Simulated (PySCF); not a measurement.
**From a computed spectrum to the compound**

A species of 3 atoms with charge -1 has these harmonic modes (PBE0, small Gaussian bases with core potentials, PySCF 2.14.0):

```json
{"cm⁻¹": "46", "km/mol": "38.0", "symmetry": "a'"}
{"cm⁻¹": "319", "km/mol": "30.2", "symmetry": "a'"}
{"cm⁻¹": "437", "km/mol": "69.8", "symmetry": "a'"}
```

Which species is it, and in which structure?

[YbSF]− (singlet in the valence; each metal's 4f electrons, 14 of them, lie in its core potential, out of spins and levels):
```xyz
3

Yb   -0.1749    0.0000   -0.1471
S     2.2898    0.0000    0.5615
F    -2.2522    0.0000    0.4015
```
Ideal gas at 298.15 K and 1 bar: S = 312.6 J/(mol K), Cp = 54.2 J/(mol K), H − H(0 K) = 13.9 kJ/mol (rigid rotor, harmonic modes, spin degeneracy alone, that of the 4f electrons in the core included; the modes under 60 cm⁻¹ make these uncertain). An lcecp potential fixes the number of 4f electrons, so in runs with it no electron can move into or out of that shell.
 Other answers can fit too; this one was computed.
